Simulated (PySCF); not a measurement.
W(O)(NH)(F)(Cl) (ClFHNOW), SMILES [NH]=[W](=[O])([F])[Cl], multiplicity 1.

Coordinates come from a PBE-D3(BJ)/def2-SVP optimisation. The spin state was assumed, not searched. The structure was generated by enumeration; whether it is a known compound was not checked. The def2 effective core potentials stand for the cores of W; spin–orbit coupling is left out.

The numbers are results of PySCF 2.14.0 with TDA-PBE/def2-SVPD, not measurements.

Vertical excitations. The molecule is in vacuum.

Computed UV-visible absorptions:
| state | energy (eV) | λ (nm) | f | main pairs |
|---|---|---|---|---|
| S1 | 4.32 | 287 | 0.010 | HOMO→LUMO 85 % |
| S2 | 4.55 | 272 | 0.002 | HOMO−1→LUMO 66 %, HOMO→LUMO+1 28 % |
| S3 | 4.70 | 264 | 0.005 | HOMO→LUMO+1 68 %, HOMO−1→LUMO 29 % |
| S4 | 5.16 | 240 | 0.007 | HOMO−2→LUMO 85 % |
| S5 | 5.19 | 239 | 0.001 | HOMO→LUMO+2 63 %, HOMO−1→LUMO+1 32 % |
| S6 | 5.28 | 235 | 0.008 | HOMO−1→LUMO+1 38 %, HOMO−1→LUMO+2 28 %, HOMO→LUMO+2 22 % |
| S7 | 5.60 | 221 | 0.001 | HOMO−3→LUMO 66 %, HOMO−2→LUMO+1 18 % |
| S8 | 5.68 | 218 | 0.002 | HOMO→LUMO+3 54 %, HOMO−2→LUMO+1 36 % |
| S9 | 5.91 | 210 | 0.011 | HOMO−3→LUMO+1 39 %, HOMO→LUMO+3 18 %, HOMO−2→LUMO+1 10 %, HOMO−1→LUMO+3 8 % |
| S10 | 6.01 | 206 | 0.015 | HOMO−2→LUMO+2 31 %, HOMO−1→LUMO+2 24 %, HOMO−1→LUMO+3 18 %, HOMO−3→LUMO 7 % |
| T1 | 3.72 | 333 | 0 | HOMO→LUMO 96 % |
| T2 | 4.20 | 295 | 0 | HOMO−1→LUMO 58 %, HOMO→LUMO+1 38 % |
| T3 | 4.39 | 283 | 0 | HOMO→LUMO+1 51 %, HOMO−1→LUMO 36 % |
| T4 | 4.51 | 275 | 0 | HOMO−1→LUMO+1 70 %, HOMO−1→LUMO+2 12 % |
Triplets are in the Tamm–Dancoff approximation.
